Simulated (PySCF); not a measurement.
Two species compared at the same levels of theory.

First species: Thiourea, CH4N2S.
SMILES: `NC(N)=S`

Second species: C₇H₁₆OSi.
Cartesian coordinates in Å at the GFN2-xTB level; atoms count from 1:
```
atom  x, y, z in Å
C1     2.7035    0.6203   -0.2971
C2     2.4342   -0.8663   -0.1039
C3     0.9386   -1.1883   -0.0998
C4     0.2277   -0.5782    1.0841
C5    -1.2801   -0.5978    1.1856
Si6   -2.3412   -1.3627   -0.1669
C7    -0.5384    0.6968    0.9521
O8    -0.6016    1.3148   -0.2939
C9    -1.6952    2.1899   -0.4105
H10    3.7736    0.8160   -0.3235
H11    2.2669    1.1963    0.5138
H12    2.2615    0.9642   -1.2287
H13    2.9123   -1.4275   -0.9105
H14    2.8784   -1.1997    0.8379
H15    0.4865   -0.8117   -1.0170
H16    0.8081   -2.2740   -0.0721
H17    0.7693   -0.7055    2.0172
H18   -1.6682   -0.7232    2.1916
H19   -2.1290   -0.7601   -1.4806
H20   -3.7408   -1.1675    0.2350
H21   -2.0495   -2.7972   -0.2432
H22   -0.4974    1.4121    1.7766
H23   -1.6349    2.9956    0.3324
H24   -2.6475    1.6618   -0.2802
H25   -1.6476    2.6159   -1.4107
```

Levels: PBE0/pcSseg-1 for dipole moment, HOMO energy, LUMO energy and HOMO–LUMO gap; GFN2-xTB for rotational constant A and rotational constant C. Geometries: GFN2-xTB. Each structure is a single optimised conformer of the isolated species, non-relativistic unless stated. Electronic properties by PySCF.

Dipoles, sizes and rotational constants follow the conformer. The torsions of the flexible species, by atom-mapped SMILES:
- `[NH2:1][C:2]([NH2:3])=[S:4]`: H–N1–C2–N3 -170°, H–N1–C2–N3 -14°, H–N3–C2–N1 -14°, H–N3–C2–N1 -170°
- `[CH3:1][CH2:2][CH2:3][C@@H:4]1[C@H:5]([SiH3:6])[C@@H:7]1[O:8][CH3:9]`: C1–C2–C3–C4 -66°, C2–C3–C4–C5 171°, C5–C7–O8–C9 88°

Values for the first species:

- Dipole moment: 5.30 D
- HOMO energy: -5.95 eV
- LUMO energy: 0.17 eV
- HOMO–LUMO gap: 6.12 eV
- Rotational constant A: 10.467 GHz
- Rotational constant C: 3.522 GHz

(1) Estimate the same properties for the second species, and the change in each.

Results:

(1) 
```csv
property,first,second,second less first
dipole moment,5.30 D,1.23 D,-4.07 D
HOMO energy,-5.95 eV,-7.17 eV,-1.22 eV
LUMO energy,0.17 eV,1.14 eV,+0.97 eV
HOMO–LUMO gap,6.12 eV,8.31 eV,+2.19 eV
rotational constant A,10.467 GHz,1.744 GHz,-8.723 GHz
rotational constant C,3.522 GHz,0.740 GHz,-2.782 GHz
```

On the first: The dipole matches unit charges of opposite sign 1.10 Å apart (1 e·Å = 4.8032 D).

On the second: In atomic units the dipole is 0.48 e·bohr (1 au = 2.5417 D).
